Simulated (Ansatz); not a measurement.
The cluster Sr3⁺. Total charge 1; quartet. Geometry r2SCAN/def2-TZVP; atoms count from 1.

```
atom   x (Å)   y (Å)   z (Å)
 Sr1  -0.278   3.636   1.703
 Sr2   0.346  -3.712  -1.761
 Sr3  -0.069   0.076   0.058
```

In the def2 sets Sr takes a core potential; there is no spin–orbit coupling. At PBE0/def2-TZVP a doublet of charge 1 lies 1.33 eV below the quartet, each at its own geometry. The structure comes from a short search, and lower isomers may exist.

Estimate the Mulliken populations from the PBE0/def2-TZVP orbitals of Ansatz.


```json
{"atom": "Sr1", "charge (e)": "0.46", "spin (α − β)": "1.54"}
{"atom": "Sr2", "charge (e)": "0.49", "spin (α − β)": "0.54"}
{"atom": "Sr3", "charge (e)": "0.05", "spin (α − β)": "0.92"}
```
Mulliken values and Mayer orders depend strongly on the basis.

Where does the spin sit?

Summed by element: Sr 3.00, of 3 unpaired in all. Largest on single atoms: Sr1 1.54, Sr3 0.92, Sr2 0.54.

And the Mayer bond orders between bonded heavy atoms (over 0.3)?

Sr1–Sr3 0.79 (3.93 Å); Sr2–Sr3 0.78 (4.22 Å).
